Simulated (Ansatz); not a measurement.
Consider the cleavage of the Si–Si bond: `O[SiH2][SiH](O)F` + `[SiH3][SiH2]S` → `O[SiH2]S[SiH2][SiH3]` + `O[SiH2]F`.

Gas-phase electronic energies from Ansatz, PBE0-D4/def2-TZVP geometries. CCSD(T)/CBS is the MP2 limit (def2-TZVPP, def2-QZVPP) plus CCSD(T) − MP2 in def2-TZVPP, frozen cores. DFT in def2-TZVPP. B3LYP here is the variant with VWN-RPA as its local correlation; programs differ in this. One conformer a species, not always the lowest.

```csv
level,ΔE (kcal/mol),difference from CCSD(T)/CBS
PBE-D4,-19.4,3.4
PBE,-18.5,4.3
r2SCAN,-21.6,1.2
B3LYP,-19.7,3.1
MP2/def2-TZVPP,-25.2,-2.4
CCSD(T)/def2-TZVPP,-22.2,0.6
HF/def2-QZVPP,-22.8,0.0
SCS-MP2/def2-QZVPP,-24.4,-1.6
MP2/CBS(def2),-25.7,-2.9
CCSD/CBS(def2),-22.4,0.4
CCSD(T)/CBS,-22.8,0
```

Largest T1 diagnostic among the species: 0.012.

The D4 term adds −1.4 kcal/mol with B3LYP and −0.8 kcal/mol with PBE0; it sums over pairs of atoms, weighted by their polarisabilities, and B3LYP, whose exchange is more repulsive, gets the larger term. From PBE to PBE0 (25 % exact exchange), in def2-TZVPP and without D4, ΔE moves by −1.4 kcal/mol.
